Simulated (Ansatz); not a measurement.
`BC[SiH2]BO` and `C[SiH2]BO` differ in one atom or group.

Ansatz, PBE0-D4/def2-TZVP geometries, multiplicity 1. Each molecule was computed in one conformer, which needn't be the lowest.

```
                                      property  `BC[SiH2]BO`
             LUMO energy (PBE/def2-TZVPP) / eV         -2.23
size of the dipole moment (PBE/def2-TZVPP) / D          3.22
       HOMO–LUMO gap (ωB97M-V/def2-TZVPP) / eV         10.71
          HOMO–LUMO gap (PBE0/def2-TZVPP) / eV          6.61
           HOMO energy (B3LYP/def2-TZVPP) / eV         -7.65
         LUMO energy (ωB97M-V/def2-TZVPP) / eV          0.73
```

Q: What does the change do to each property? (Best estimate.)

A: Computed: 
```json
{"property": "LUMO energy (PBE/def2-TZVPP) / eV", "`C[SiH2]BO`": "-1.87", "shift": "0.36"}
{"property": "size of the dipole moment (PBE/def2-TZVPP) / D", "`C[SiH2]BO`": "1.81", "shift": "-1.41"}
{"property": "HOMO–LUMO gap (ωB97M-V/def2-TZVPP) / eV", "`C[SiH2]BO`": "10.81", "shift": "0.10"}
{"property": "HOMO–LUMO gap (PBE0/def2-TZVPP) / eV", "`C[SiH2]BO`": "6.68", "shift": "0.07"}
{"property": "HOMO energy (B3LYP/def2-TZVPP) / eV", "`C[SiH2]BO`": "-7.40", "shift": "0.25"}
{"property": "LUMO energy (ωB97M-V/def2-TZVPP) / eV", "`C[SiH2]BO`": "1.05", "shift": "0.32"}
```

With PBE0 the HOMO rises by 0.26 eV and the LUMO rises by 0.34 eV, so the gap widens by about 0.08 eV. PBE moves the HOMO by 0.33 eV and ωB97M-V by 0.23 eV. Dipoles are sizes alone; their direction can turn.

B3LYP here is the variant with VWN-RPA as its local correlation; programs differ in this.
